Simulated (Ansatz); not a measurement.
Saddle point of SiN$_{2}$H$_{8}$Cl$_{2}$, singlet (SiH₂Cl₂ ([Cl][SiH2][Cl]) + NH₃ + NH₃ → SiNH₃Cl₂ ([NH2][SiH]([Cl])[Cl]) + NH₃ + H₂; bonds formed: H2–H8, H6–N9; dative contacts that become bonds: Si1–N7; bonds broken: Si1–H2, H6–N7, H8–N9), PBE0-D4/def2-TZVP structure:

```json
{"atom": "Si1", "x (Å)": "-0.2724", "y (Å)": "1.0387", "z (Å)": "0.8593"}
{"atom": "H2", "x (Å)": "-0.0255", "y (Å)": "-0.6082", "z (Å)": "1.0490"}
{"atom": "Cl3", "x (Å)": "-2.2242", "y (Å)": "0.4732", "z (Å)": "0.1358"}
{"atom": "Cl4", "x (Å)": "0.0042", "y (Å)": "1.0784", "z (Å)": "2.9405"}
{"atom": "H5", "x (Å)": "-0.5780", "y (Å)": "2.4892", "z (Å)": "0.7040"}
{"atom": "H6", "x (Å)": "0.1701", "y (Å)": "-0.8416", "z (Å)": "-1.5668"}
{"atom": "N7", "x (Å)": "1.0654", "y (Å)": "0.9735", "z (Å)": "-0.2635"}
{"atom": "H8", "x (Å)": "-0.1164", "y (Å)": "-1.1335", "z (Å)": "0.1333"}
{"atom": "N9", "x (Å)": "-0.2446", "y (Å)": "-1.5896", "z (Å)": "-1.0112"}
{"atom": "H10", "x (Å)": "1.4151", "y (Å)": "1.8732", "z (Å)": "-0.5619"}
{"atom": "H11", "x (Å)": "1.8364", "y (Å)": "0.3602", "z (Å)": "-0.0384"}
{"atom": "H12", "x (Å)": "0.2110", "y (Å)": "-2.4779", "z (Å)": "-1.1816"}
{"atom": "H13", "x (Å)": "-1.2412", "y (Å)": "-1.6356", "z (Å)": "-1.1984"}
```

Energies are electronic, without zero-point energy. Barriers and step energies count from the start structure reached by relaxing down the imaginary mode; all methods use the PBE0-D4 structures, on which another method's saddle can fall below an end. Program: Ansatz 0.2.0. Basis: def2-TZVPP, with def2-QZVPP for the basis limit. Cores are frozen in the correlated methods. B3LYP uses VWN-RPA correlation. Extrapolation: Hartree–Fock as exp(−7.88 √X), correlation as X^−2.97.

| method | barrier (kcal/mol) | step energy (kcal/mol) |
| --- | --- | --- |
| SPW92 | 21.42 | 5.38 |
| PBE-D4 | 24.56 | -2.75 |
| BLYP-D4 | ? | -6.47 |
| r2SCAN-D4 | 24.92 | -4.40 |
| B97M-V | 25.07 | -6.28 |
| PBE0-D4 | ? | -2.58 |
| B3LYP-D4 | 28.45 | -6.02 |
| r2SCAN0-D4 | ? | -3.88 |
| BHLYP-D4 | 31.53 | -6.02 |
| CAM-B3LYP-D4 | 29.43 | -5.41 |
| wB97X-V | 29.62 | -5.10 |
| wB97M-V | 29.25 | -5.11 |
| B2PLYP | 29.23 | -6.90 |
| PBE-QIDH | 28.84 | -3.74 |
| RPA on PBE | 29.87 | -7.15 |
| HF | 38.42 | -11.58 |
| MP2 | 28.66 | -6.69 |
| CCSD | 31.23 | -6.68 |
| CCSD(T) | 29.74 | -6.21 |

Question: Fill in the withheld barriers. (To be estimated.)

Answer: Computed: BLYP-D4 26.62; r2SCAN0-D4 27.22; PBE0-D4 27.10 kcal/mol. Each is the energy of the saddle less that of the start structure, by the same method.

For comparison, the barrier by CCSD(T) at an estimated basis limit (MP2 extrapolated from triple and quadruple zeta, plus CCSD(T) − MP2 in triple zeta) is 29.34 kcal/mol.

No T1 diagnostic of these runs exceeds 0.010.

Labels in which every atom is bracketed show which atoms are joined, not bond orders.

For scale, one of the runs: CCSD(T)/def2-TZVPP, 300 basis functions, launched by `ansatz run in.yaml --threads 8 --pin off --events-out ev --progress --plain --max-ram 19148MiB`. The run took 4 min on 8 CPU threads of an Intel Xeon (shared host), with 9.9 GiB of host memory at its peak.
